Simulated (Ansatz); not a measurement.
Species: H$_{6}$ClN$_{3}$Si, SMILES `N[Si](N)(N)Cl` (charge 0, multiplicity 1), formula H6ClN3Si.

### Question
How many basis functions does frozen-core CCSD(T)/cc-pVTZ // TPSSh-D3(BJ)/def2-TZVP in Ansatz (a quantum-chemistry and plane-wave program) use, how many core orbitals are frozen, and how many electrons are correlated?

### Answer
242 basis functions and 13 frozen orbitals, which leaves 32 correlated electrons. Core time is of the order of minutes.
